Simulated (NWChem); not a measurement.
System: TiNH2SCl; SMILES [NH2][Ti](=[S])[Cl]

Parts of the log:

```
             Northwest Computational Chemistry Package (NWChem) 7.3.0
             --------------------------------------------------------

 C1  symmetry detected

                             Geometry "geometry" -> ""
                             -------------------------

 Output coordinates in angstroms (scale by  1.889725989 to convert to a.u.)

  No.       Tag          Charge          X              Y              Z
 ---- ---------------- ---------- -------------- -------------- --------------
    1 Ti                  22.0000     0.23425201     0.07921979    -0.13146692
    2 S                   16.0000    -0.99234661     1.71056244     0.05365416
    3 Cl                  17.0000    -0.49806706    -2.01538140     0.05110005
    4 N                    7.0000     2.00804023     0.54369449     0.10356857
    5 H                    1.0000     2.76503950    -0.13715949     0.17417447
    6 H                    1.0000     2.36982042     1.48094739     0.26595051

 Effective nuclear repulsion energy (a.u.)     323.6925677726

  xc_inp: hfexch multiplicative factor not found.

                                 NWChem DFT Module
                                 -----------------

 Summary of "ao basis" -> "ao basis" (spherical)
 ------------------------------------------------------------------------------
       Tag                 Description            Shells   Functions and Types
 ---------------- ------------------------------  ------  ---------------------
 Ti                         pcseg-2                 16       56   6s4p3d2f1g
 S                          pcseg-2                 12       34   5s4p2d1f
 Cl                         pcseg-2                 12       34   5s4p2d1f
 N                          pcseg-2                 10       30   4s3p2d1f
 H                          pcseg-2                  6       14   3s2p1d

            General Information
            -------------------
          SCF calculation type: DFT
          Wavefunction type:  closed shell.
          No. of atoms     :     6
          No. of electrons :    64
           Alpha electrons :    32
            Beta electrons :    32
          Charge           :     0
          Spin multiplicity:     1
          Use of symmetry is: off; symmetry adaption is: off
          Maximum number of iterations: 150
          AO basis - number of functions:   182
                     number of shells:    62
          Convergence on energy requested:  1.00D-06
          Convergence on density requested:  1.00D-05
          Convergence on gradient requested:  5.00D-04

              XC Information
              --------------
                     Hartree-Fock (Exact) Exchange  1.000

      Superposition of Atomic Density Guess
      -------------------------------------

 Sum of atomic energies:       -1760.63242080

      Non-variational initial energy
      ------------------------------

 Total energy =   -1761.210110
 1-e energy   =   -3067.059104
 2-e energy   =     982.156426
 HOMO         =      -0.360290
 LUMO         =      -0.070785

------------------------------------------------------------
EAF file 0: "./job.aoints.0" size=449839104 bytes
------------------------------------------------------------
               write      read    awrite     aread      wait
               -----      ----    ------     -----      ----
     calls:      858         0         0         0         0
   data(b): 4.50e+08  0.00e+00  0.00e+00  0.00e+00
   time(s): 0.00e+00  0.00e+00  0.00e+00  0.00e+00  0.00e+00
rate(mb/s): 0.00e+00  0.00e+00
------------------------------------------------------------

     ---------------------------------------------
      Total Density - Mulliken Population Analysis
     ---------------------------------------------

    Atom       Charge   Shell Charges
 -----------   ------   -------------------------------------------------------
    1 Ti  22    19.51   2.00  2.00  1.19  0.80  0.33  0.08  6.00  5.54  0.56  0.10  0.34  0.46  0.10  0.00  0.02  0.00
    2 S   16    17.28   2.01  0.40  1.57  1.04  0.92  5.93  0.98  3.08  1.33  0.00  0.02  0.00
    3 Cl  17    17.65   2.01  0.38  1.60  1.05  0.94  5.92  1.07  3.27  1.42  0.00  0.01  0.00
    4 N    7     8.06   2.00  0.63  0.72  0.16  1.79  2.09  0.69  0.00  0.00  0.00
    5 H    1     0.75   0.35  0.30  0.03  0.01  0.05  0.01
    6 H    1     0.75   0.35  0.30  0.03  0.01  0.05  0.01

   convergence    iter        energy       DeltaE   RMS-Dens  Diis-err
 ---------------- ----- ----------------- --------- --------- ---------
 d= 0,ls=0.0,diis     1  -1760.8235890731 -2.08D+03  1.50D-02  2.64D+00
 d= 0,ls=0.0,diis     2  -1758.5305978490  2.29D+00  9.59D-03  3.20D+01
 d= 0,ls=0.0,diis     3  -1761.1845863095 -2.65D+00  1.09D-03  1.60D-01
 d= 0,ls=0.0,diis     4  -1761.2012715879 -1.67D-02  4.03D-04  1.37D-02
 d= 0,ls=0.0,diis     5  -1761.2031550371 -1.88D-03  1.68D-04  1.00D-03
  Resetting Diis
 d= 0,ls=0.0,diis     6  -1761.2034527044 -2.98D-04  1.18D-04  1.60D-04
 d= 0,ls=0.0,diis     7  -1761.2035598792 -1.07D-04  4.84D-05  4.13D-05
 d= 0,ls=0.0,diis     8  -1761.2035881914 -2.83D-05  5.63D-05  2.11D-05
 d= 0,ls=0.0,diis     9  -1761.2036102583 -2.21D-05  6.39D-05  1.10D-05
 d= 0,ls=0.0,diis    10  -1761.2036220336 -1.18D-05  1.23D-05  2.81D-06
 d= 0,ls=0.0,diis    11  -1761.2036229757 -9.42D-07  1.00D-05  5.23D-07
 d= 0,ls=0.0,diis    12  -1761.2036235019 -5.26D-07  5.89D-06  2.00D-07

         Total DFT energy =    -1761.203623501885
      One electron energy =    -3068.259164483398
           Coulomb energy =     1084.287282871986
    Exchange-Corr. energy =     -100.924309663069
 Nuclear repulsion energy =      323.692567772596

 Numeric. integr. density =        0.000000000000

                       DFT Final Molecular Orbital Analysis
                       ------------------------------------

 Vector   30  Occ=2.000000D+00  E=-4.153216D-01
              MO Center= -8.3D-01,  1.4D+00,  4.0D-02, r^2= 2.4D+00
   Bfn.  Coefficient  Atom+Function         Bfn.  Coefficient  Atom+Function
  ----- ------------  ---------------      ----- ------------  ---------------
    69      0.404678  2 S  py                19      0.255759  1 Ti d -2
    68     -0.253947  2 S  px                72      0.203523  2 S  py
     5     -0.199074  1 Ti s                 63     -0.187645  2 S  py
    66      0.170660  2 S  py                11      0.153487  1 Ti py
    61      0.140395  2 S  s                 71     -0.129898  2 S  px

 Vector   31  Occ=2.000000D+00  E=-3.777634D-01
              MO Center= -7.1D-01,  1.3D+00, -3.7D-03, r^2= 2.0D+00
   Bfn.  Coefficient  Atom+Function         Bfn.  Coefficient  Atom+Function
  ----- ------------  ---------------      ----- ------------  ---------------
    70      0.474145  2 S  pz                73      0.252837  2 S  pz
    64     -0.208772  2 S  pz                20      0.197169  1 Ti d -1
    67      0.185820  2 S  pz                22      0.150343  1 Ti d  1
    25      0.123316  1 Ti d -1              12     -0.114866  1 Ti pz
    18      0.107036  1 Ti pz                27      0.095170  1 Ti d  1

 Vector   32  Occ=2.000000D+00  E=-3.689261D-01
              MO Center= -7.6D-01,  1.3D+00,  2.1D-02, r^2= 2.3D+00
   Bfn.  Coefficient  Atom+Function         Bfn.  Coefficient  Atom+Function
  ----- ------------  ---------------      ----- ------------  ---------------
    68      0.419171  2 S  px                69      0.269930  2 S  py
    71      0.218881  2 S  px                62     -0.184596  2 S  px
    65      0.167137  2 S  px                23     -0.163822  1 Ti d  2
    72      0.135928  2 S  py               136     -0.122491  4 N  py
    63     -0.119304  2 S  py               102     -0.117661  3 Cl px

 Vector   33  Occ=0.000000D+00  E= 3.371948D-03
              MO Center=  2.8D-01,  4.6D-02, -5.7D-01, r^2= 3.8D+00
   Bfn.  Coefficient  Atom+Function         Bfn.  Coefficient  Atom+Function
  ----- ------------  ---------------      ----- ------------  ---------------
     6      0.864475  1 Ti s                 21      0.430165  1 Ti d  0
    26      0.244891  1 Ti d  0             128     -0.216624  4 N  s
    31      0.204502  1 Ti d  0              18     -0.157448  1 Ti pz
    16      0.154846  1 Ti px                 4     -0.109570  1 Ti s
     3     -0.106783  1 Ti s                  5     -0.076447  1 Ti s

 Vector   34  Occ=0.000000D+00  E= 4.368492D-02
              MO Center=  2.7D-03,  2.2D-01, -1.5D-01, r^2= 2.8D+00
   Bfn.  Coefficient  Atom+Function         Bfn.  Coefficient  Atom+Function
  ----- ------------  ---------------      ----- ------------  ---------------
    20      0.566181  1 Ti d -1              73     -0.377571  2 S  pz
    25      0.304134  1 Ti d -1              30      0.269515  1 Ti d -1
   107      0.213284  3 Cl pz                22      0.211039  1 Ti d  1
    70     -0.171846  2 S  pz                18     -0.140120  1 Ti pz
    17     -0.137232  1 Ti py                72      0.116591  2 S  py

 Vector   35  Occ=0.000000D+00  E= 6.727775D-02
              MO Center=  3.0D-01,  4.4D-02, -1.3D-01, r^2= 2.8D+00
   Bfn.  Coefficient  Atom+Function         Bfn.  Coefficient  Atom+Function
  ----- ------------  ---------------      ----- ------------  ---------------
    22     -0.393567  1 Ti d  1              19      0.366105  1 Ti d -2
    16     -0.315398  1 Ti px                72     -0.251016  2 S  py
    17      0.244229  1 Ti py                20      0.240585  1 Ti d -1
   137     -0.213377  4 N  pz                27     -0.209135  1 Ti d  1
    24      0.200537  1 Ti d -2              32     -0.200511  1 Ti d  1

------------------------------------------------------------
EAF file 0: "./job.aoints.0" size=737673216 bytes
------------------------------------------------------------
               write      read    awrite     aread      wait
               -----      ----    ------     -----      ----
     calls:     1407        11         0     15466     15466
   data(b): 7.38e+08  5.77e+06  0.00e+00  8.11e+09
   time(s): 0.00e+00  0.00e+00  0.00e+00  0.00e+00  0.00e+00
rate(mb/s): 0.00e+00  0.00e+00
------------------------------------------------------------

     ---------------------------------------------
      Total Density - Mulliken Population Analysis
     ---------------------------------------------

    Atom       Charge   Shell Charges
 -----------   ------   -------------------------------------------------------
    1 Ti  22    20.85   2.00  2.00  1.25  0.75  0.33 -0.02  6.00  5.71  0.49  0.20  0.98  0.89  0.24  0.00  0.04  0.00
    2 S   16    16.40   2.01  0.40  1.57  0.97  0.96  5.92  0.82  2.58  1.12  0.00  0.04  0.00
    3 Cl  17    17.45   2.01  0.37  1.60  1.01  0.98  5.92  1.00  3.11  1.43  0.00  0.02  0.00
    4 N    7     7.69   2.00  0.55  0.71  0.21  1.56  1.93  0.72  0.00  0.01  0.00
    5 H    1     0.82   0.41  0.33  0.01  0.01  0.05  0.00
    6 H    1     0.79   0.40  0.31  0.00  0.01  0.05  0.00

     -------------------------------------------
      Total Density - Lowdin Population Analysis
     -------------------------------------------

    Atom       Charge   Shell Charges
 -----------   ------   -------------------------------------------------------
    1 Ti  22    22.11   2.00  2.00  1.13  0.76  0.27  0.13  5.97  5.15  1.10  0.66  0.88  1.10  0.87  0.00  0.09  0.00
    2 S   16    15.85   1.96  0.82  1.16  0.81  0.73  5.72  1.14  2.20  1.25  0.00  0.04  0.01
    3 Cl  17    16.96   1.95  0.83  1.17  0.88  0.82  5.73  1.35  2.69  1.53  0.00  0.01  0.00
    4 N    7     7.07   1.98  0.43  0.42  0.21  1.40  1.74  0.80  0.00  0.07  0.01
    5 H    1     1.01   0.35  0.31  0.08  0.03  0.21  0.04
    6 H    1     1.00   0.35  0.30  0.08  0.03  0.20  0.04

     Multipole analysis of the density
     ---------------------------------

     L   x y z        total         alpha         beta         nuclear
     -   - - -        -----         -----         ----         -------
     0   0 0 0     -0.000000    -32.000000    -32.000000     64.000000

     1   1 0 0      1.617389      0.808694      0.808694      0.000000
     1   0 1 0     -0.251473     -0.125736     -0.125736      0.000000
     1   0 0 1     -0.365974     -0.182987     -0.182987     -0.000000

     2   2 0 0    -35.585233   -129.687509   -129.687509    223.789785
     2   1 1 0      1.476157     -1.200825     -1.200825      3.877807
     2   1 0 1      0.478370     -0.842053     -0.842053      2.162476
     2   0 2 0    -43.791653   -236.669722   -236.669722    429.547791
     2   0 1 1      0.360055     -0.271191     -0.271191      0.902438
     2   0 0 2    -35.852494    -19.081202    -19.081202      2.309910
```

Level: Hartree-Fock/pcseg-2. Structure relaxed at the PBE0/def2-SVP level.

Q: Write an input that gives this output.

A: Several could match; the one computed here: the input that was run:
```
start job
memory heap 200 mb stack 900 mb global 1100 mb
geometry units angstroms noautoz
  Ti     0.206352     0.052827    -0.042682
  S     -0.968986     1.730709     0.015502
  Cl    -0.626377    -2.011963    -0.029238
  N      1.945114     0.434339     0.455774
  H      2.656838    -0.280120     0.612594
  H      2.316509     1.350860     0.696088
end
basis spherical
  Ti library pcseg-2
  S library pcseg-2
  Cl library pcseg-2
  N library pcseg-2
  H library pcseg-2
end
dft
  xc hfexch
  iterations 150
  semidirect filesize 400000000
  mulliken
end
task dft energy
```
